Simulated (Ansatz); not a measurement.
Consider the formal exchange of groups at a C–Zn bond: `[CH3][Zn][NH2]` + `C=CC(F)Cl` → `C=CC(C)(F)Cl` + `[NH2][ZnH]`.

Gas-phase electronic energies from Ansatz, PBE0-D4/def2-TZVP geometries. CBS: MP2 limit from def2 TZ/QZ plus the TZ coupled-cluster correction, frozen cores. DFT in def2-TZVPP. B3LYP here is the variant with VWN-RPA as its local correlation; programs differ in this. For Zn outer-core shells are correlated without core-valence functions, which leaves a few kJ/mol of doubt a bond. Scalar relativity is left out up to krypton. Each species was taken in one conformer, which may not be the lowest.

```
             level  ΔE (kcal/mol)  difference from CCSD(T)/CBS
            PBE-D4            1.8                          0.2
         r2SCAN-D4            0.8                         -0.8
           PBE0-D4            1.2                         -0.4
          B3LYP-D4            1.2                         -0.4
           ωB97X-V            0.3                         -1.3
           ωB97M-V            0.5                         -1.1
            B2PLYP            2.2                          0.6
               PBE            2.9                          1.3
            r2SCAN            1.1                         -0.5
              PBE0            2.1                          0.5
             B3LYP            2.9                          1.3
     HF/def2-TZVPP            0.0                         -1.6
    MP2/def2-TZVPP            1.7                          0.1
SCS-MP2/def2-TZVPP            1.3                         -0.3
   CCSD/def2-TZVPP            1.0                         -0.6
CCSD(T)/def2-TZVPP            1.0                         -0.6
     HF/def2-QZVPP            0.2                         -1.4
    MP2/def2-QZVPP            2.1                          0.5
SCS-MP2/def2-QZVPP            1.7                          0.1
      HF/CBS(def2)            0.2                         -1.4
     MP2/CBS(def2)            2.3                          0.7
    CCSD/CBS(def2)            1.7                          0.1
       CCSD(T)/CBS            1.6                            0
```

Largest T1 diagnostic among the species: 0.016.

The D4 term adds −1.7 kcal/mol with B3LYP and −0.9 kcal/mol with PBE0; it sums over pairs of atoms, weighted by their polarisabilities, and B3LYP, whose exchange is more repulsive, gets the larger term. From PBE to PBE0 (25 % exact exchange), in def2-TZVPP and without D4, ΔE moves by −0.8 kcal/mol. In def2-TZVPP, CCSD(T) changes the Hartree–Fock value by +1.0 kcal/mol (the triples alone add −0.1 kcal/mol) and MP2 by +1.7 kcal/mol.
